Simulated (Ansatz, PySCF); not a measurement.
H4GeOS3 (SMILES [OH][Ge]([SH])([SH])[SH]), singlet, geometry from GFN2-xTB. Base run: CASSCF(4,5)/STO-3G in PySCF.

PySCF was given this input:
```python
from pyscf import gto, scf, mcscf
import numpy

mol = gto.Mole()
mol.atom = '''
    O    -0.168916   -1.462511    1.246493
    Ge   -0.010615   -0.128703    0.121614
    S    -0.933526   -0.952420   -1.752307
    S    -1.153389    1.618572    1.002769
    S     2.198705    0.326264   -0.097117
    H     0.166768   -1.351032    2.134661
    H    -1.243050   -2.081180   -1.137435
    H    -1.067980    2.359197   -0.093423
    H     2.046638    1.012951   -1.220917
'''
mol.basis = 'sto-3g'
mol.charge = 0
mol.spin = 0
mol.verbose = 4
mol.build()

mf = scf.RHF(mol)
mf.kernel()
mc = mcscf.CASSCF(mf, 5, 4)
mc.fix_spin_(ss=0.0)
mc.kernel()
occ = numpy.linalg.eigvalsh(mc.fcisolver.make_rdm1(mc.ci, mc.ncas, mc.nelecas))[::-1]
ss = mc.fcisolver.spin_square(mc.ci, mc.ncas, mc.nelecas)[0]
print('natural occupations', occ.round(4), ' <S^2>', round(ss, 4))
```

Programs used: Ansatz (an electronic-structure program), PySCF; a row that names a program was run with it.

Each row names what was changed in the base input (with any setting that the change needs).

| change | ΔE vs base (kcal/mol) | natural occupations | <S^2> of the state |
|---|---|---|---|
| base | 0.000 | 1.98 1.97 0.03 0.02 0.00 | 0.00 |
| active space = 2 electrons, 2 orbitals | 8.25 | 1.97 0.03 | 0.00 |
| orbitals = fixed (CASCI) | 12.86 | 2.00 1.99 0.01 0.00 0.00 | 0.00 |
| solver = newton | 0.000 | 1.98 1.97 0.03 0.02 0.00 | 0.00 |
| fix_spin_ = off | 0.000 | 1.98 1.97 0.03 0.02 0.00 | 0.00 |
| start = MP2 natural orbitals | -1.25 | 1.98 1.97 0.03 0.02 0.00 | 0.00 |
| active space = 6 electrons, 5 orbitals | -0.168 | 2.00 1.98 1.97 0.03 0.02 | 0.00 |
| state_average = 2 states | 7.33 | - | - |
| code = ansatz; correction = SC-NEVPT2, all electrons | -75.0 | - | - |
| code = ansatz | -7.58 | - | - |
| conv_tol = 1e-5 | 0.001 | 1.98 1.97 0.03 0.02 0.00 | 0.00 |

Active orbitals are taken around the Fermi level unless the row says otherwise; CASSCF can end in different local minima, and two programs can end on different orbitals. State-averaged rows give the lowest state.

Ansatz warned in this series: the state or the total is in doubt.
